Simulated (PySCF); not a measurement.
Computed with PBE-D3(BJ)/def2-TZVP // PBE-D3(BJ)/def2-SVP (PySCF). Gas-phase values, no solvent. One relaxed conformer stands for a flexible species; it need not be the lowest. 

Reference species (SMILES): `[Sn]([CH2]C)([CH2]C)([CH2]C)[CH2]C` (neutral, multiplicity 1).

```json
{
 "HOMO": "-5.84 eV",
 "LUMO": "-0.29 eV"
}
```

Changed species: `[CH2](C)[Sn]([CH2]C)([I])[I]` (C–C–Sn–I torsion 59°, I–Sn–C–C torsion -57°) (2 of 4 C2H5 replaced by I; the reference has 0 of 4 C2H5 replaced by I).

What does the change do to the HOMO and LUMO?

the HOMO drops by 0.35 eV, to -6.19 eV; the LUMO drops by 2.29 eV, to -2.58 eV.
